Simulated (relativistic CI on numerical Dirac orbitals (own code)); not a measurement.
# Hf XXXVI: sensitivity of the levels to the model

Base calculation: Dirac-Coulomb-Breit CI, KLI orbitals optimised for each configuration, model QED (radiative potential, 1s self-energy scaled to tabulated hydrogen-like ionisation energies), unscaled Slater integrals.

Configurations in the expansion (outside the closed core [Ar] 3d10): 4s2.4p6.4d, 4s2.4p6.4f, 4s2.4p5.4d2, 4s.4p6.4d2, 4s2.4p5.4d.4f, 4s.4p6.4d.4f, 4s2.4p6.5s, 4s2.4p6.5p, 4s2.4p6.5d, 4p6.4d3, 4p5.4d4, 4p5.4d3.4f, 4s.4p6.4f2, 4s.4p5.4f3, 4p6.4f3. Double excitations out of closed p, d and f shells are left out; levels of such configurations are missing from the list, as are those of other unlisted configurations, and high levels can miss mixing partners.

Variants: (1) only the first 3 configurations; (2) one mean potential for all configurations. Shifts of the energy above 4s2.4p6.4d 2D_3/2, in cm⁻¹, for the lowest level and the first level of each name with at least 55 % of one term (blank where a level changes its place among those of its configuration and J or its character, or is not in the variant):

| Level | Base | Δ(1) | Δ(2) |
| --- | --- | --- | --- |
| 4s2.4p6.4d 2D_3/2 | 0 | 0 | 0 |
| 4s2.4p6.4d 2D_5/2 | 132166 | +123 | +10 |
| 4s2.4p5.4d2 4D°_1/2 | 1169200 | -15393 | -58 |
| 4s2.4p5.4d2 4G°_9/2 | 1305539 | -11606 | -63 |
| 4s2.4p5.4d2 2P°_1/2 | 1500446 | -15194 | -76 |
| 4s2.4p5.4d2 2P°_3/2 | 1587698 | -13826 | -87 |
| 4s2.4p6.4f 2F°_7/2 | 1691046 | -15619 | -677 |
| 4s.4p6.4d2 4F_3/2 | 2575890 |  | -217 |
| 4s2.4p5.4d.4f 4G_5/2 | 2688980 |  | -988 |
| 4s.4p6.4d2 4F_7/2 | 2704912 |  | -288 |
| 4s.4p6.4d2 4P_3/2 | 2726651 |  | -294 |
| 4s2.4p5.4d.4f 4G_7/2 | 2730702 |  | -959 |
| 4s2.4p5.4d.4f 4D_1/2 | 2763610 |  | -969 |

At this charge energies of transitions that change n are usually good to better than 1 %, and those within a shell (Δn = 0) to a few per cent.

Ionisation energy from the two ground configurations alone: base 1467.24 eV. The NIST ASD value (theoretical) is 1467 eV.

LS names give the leading component of a level, which can be under half, so a name can repeat, a term be missing and a line seem to break the LS rules.
